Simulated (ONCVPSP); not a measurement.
## chlorine: excitation energies, all-electron against ONCV

ONCVPSP 4.0.1 input, shortened (lines: element, Z, core and valence counts, functional; n l f; lmax; l rc ep ncon nbas qcut; lloc lpopt rc5 dvloc0; l nproj debl; icmod fcfact rcfact), PBE, scalar-relativistic:

```
  Cl 17.00    1    4        4      upf
    1    0    2.00
    2    0    2.00
    2    1    6.00
    3    0    2.00
    3    1    5.00
    1
    0    0.70    0.00    4    9   15.40
    1    0.75    0.00    3    7   14.40
    4    5    0.60    0.00
    0    2    0.80
    1    2    2.00
    4    0.35    0.00
```

Energies are relative to the spin-unpolarised reference configuration 2s2 2p6 3s2 3p5; without spin polarisation the order of configurations can differ from experiment.

```csv
valence configuration,charge,ΔE all-electron (eV),error AE − PS (meV)
2s2 2p6 3s2 3p2,+3,77.630,+12
2s2 2p6 3s2 3p1,+4,129.872,+33
```

Task: What are ΔE and the potential's error for 2s2 2p6 3s2 3p4?

Result: ΔE = 13.875 eV all-electron; the error (AE − PS) is +0.5 meV.

Task: What are ΔE and the potential's error for 2s2 2p6 3s2 3p3?

Result: ΔE = 39.322 eV all-electron; the error (AE − PS) is +3.3 meV.
